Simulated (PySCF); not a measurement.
## Exact mass, isotope pattern and composition

Species: BGaH6.

Calculated from tabulated atomic weights, isotope masses and abundances; no fragmentation.

(1) Find the molar and monoisotopic masses of BGaH6.

(2) Give the isotope pattern of the molecular ion M+•, merging species of the same nominal mass.

(3) What share of all molecules is the monoisotopic species?

(4) Give the mass fraction of each element.

(5) Which m/z would the protonated, sodiated and deprotonated molecule have?

(6) Which singly substituted isotopologues are there?

(7) Count the protons, neutrons and electrons of the monoisotopic species, and give its exact less its nominal mass.

Answers

(1) For BGaH6, with standard atomic weights, 1 × 69.723 + 6 × 1.008 + 1 × 10.810 = 86.581 g/mol. From the most abundant isotopes (69Ga, 1H, 11B), 1 × 68.925574 + 6 × 1.007825 + 1 × 11.009305 = 85.9818 u.

(2) 
| nominal mass | m/z (centroid) | relative intensity |
| --- | --- | --- |
| 85 | 84.9849 | 24.8 |
| 86 | 85.9813 | 100.0 |
| 87 | 86.9841 | 16.6 |
| 88 | 87.9804 | 66.4 |

Lines under 0.1 % of the tallest are left out. One electron mass, 0.00055 u, is taken off. Abundances used (%; other tables differ somewhat): 69Ga 60.108, 71Ga 39.892; 1H 99.9885, 2H 0.0115; 10B 19.9, 11B 80.1.

(3) 0.60108 × 0.999885^6 × 0.801 = 48.11 %.

(4) Ga 80.53 %, H 6.99 %, B 12.49 %.

(5) [M+H]+ 86.9891, [M+Na]+ 108.9710, [M−H]− 84.9746, for the monoisotopic species (arithmetic only; whether such ions form is another matter).

(6) Intensity in % of the monoisotopic species:

```tsv
isotope	mass shift (u)	m/z	intensity (%)
10B	-0.99637	84.9849	24.84
2H	+1.00628	86.9876	0.07
71Ga	+1.99913	87.9804	66.37
```

Species under 0.02 % are left out.

(7) 42 protons, 44 neutrons and 42 electrons; 85.9818 − 86 = -0.0182 u.
